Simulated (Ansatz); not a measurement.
Stretching the Al1–Cl4 bond in AlClFH (SMILES [F][AlH][Cl]) (multiplicity 1 held, fragments rigid). Energies count from the point at 2.087 Å.
Geometry at that point (charge 0, multiplicity 1):
```xyz
4

Al    -0.56121     0.17721    -0.47070
H     -1.75578    -0.36995    -1.30319
F     -0.21593     1.78615    -0.49600
Cl     0.64676    -1.05936     0.69920
```

Signs of static correlation in cc-pV(D+d)Z, with CASSCF(6,4), from Ansatz (an electronic-structure program) runs.

| R (Å) | T1 of restricted CCSD | ⟨S²⟩ of UHF | largest double amplitude of restricted CCSD | weight of the CASSCF reference in MRCISD | CASSCF natural occupations |
|---|---|---|---|---|---|
| 1.670 | 0.011 | 0.000 | 0.033 | 0.905 | 2.00 1.99 1.99 0.01 |
| 1.879 | 0.012 | 0.000 | 0.034 | 0.904 | 2.00 1.99 1.99 0.01 |
| 2.087 | 0.012 | 0.000 | 0.035 | 0.904 | 2.00 2.00 1.99 0.01 |
| 2.296 | 0.013 | 0.000 | 0.035 | 0.903 | 2.00 2.00 1.99 0.02 |
| 2.505 | 0.014 | 0.000 | 0.050 | 0.903 | 2.00 2.00 1.97 0.03 |
| 2.818 | 0.016 | 0.000 | 0.084 | 0.904 | 2.00 2.00 1.95 0.05 |
| 3.131 | 0.021 | 0.104 | 0.125 | 0.904 | 2.00 2.00 1.91 0.09 |
| 3.653 | 0.038 | 0.819 | 0.218 | 0.904 | 2.00 2.00 1.74 0.26 |
| 4.175 | [?] | 0.969 | 0.391 | 0.905 | 2.00 2.00 1.45 0.55 |
| 4.801 | 0.122 | 1.005 | [?] | 0.906 | 2.00 2.00 1.19 0.81 |
| 5.636 | 0.158 | 1.012 | 1.062 | 0.906 | 2.00 2.00 1.05 0.95 |
| 6.679 | 0.164 | 1.012 | 1.185 | 0.906 | 2.00 2.00 1.01 0.99 |

### Question
Complete the blanks.

### Answer

- 4.175, T1 of restricted CCSD: 0.072
- 4.801, largest double amplitude of restricted CCSD: 0.721

Doubts at one or more of the structures used: active orbitals that take no part (SC-NEVPT2 on CASSCF(6,4)/cc-pV(D+d)Z); a restricted determinant that unrestricted orbitals would lower (R-CCSD(T)/cc-pV(D+d)Z); T1 above 0.05 (R-CCSD(T)/cc-pV(D+d)Z, U-CCSD(T)/cc-pV(D+d)Z); other coupled-cluster roots lie near (R-CCSD(T)/cc-pV(D+d)Z); a spin-contaminated determinant (U-CCSD(T)/cc-pV(D+d)Z); the program's own flag: other amplitudes (U-CCSD(T)/cc-pV(D+d)Z).
